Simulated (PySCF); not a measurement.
A structure optimised at PBE-D3(BJ)/def2-SVP, used in a PySCF frequency run:

```xyz
12

Si    -2.5350     0.7910    -0.2905
C     -0.9337     0.1079    -1.0891
O     -0.3637    -0.9478    -0.3061
Si     0.7997    -0.7328     0.8707
Cl     2.4435     0.2692     0.0673
H     -3.1053     1.8767    -1.1640
H     -2.2242     1.3560     1.0681
H     -3.5392    -0.3164    -0.1407
H     -1.1744    -0.3060    -2.0925
H     -0.2012     0.9305    -1.2622
H      1.1999    -2.1057     1.2964
H      0.3110     0.1098     2.0120
```
Charge 0, spin multiplicity 1.

**Question.** Write its SMILES and formula.

**Answer.** [SiH3]CO[SiH2]Cl, CH7ClOSi2

**Question.** What are its rotational constants (standard atomic weights)?

**Answer.** 5.2984, 1.0045, 0.94574 GHz
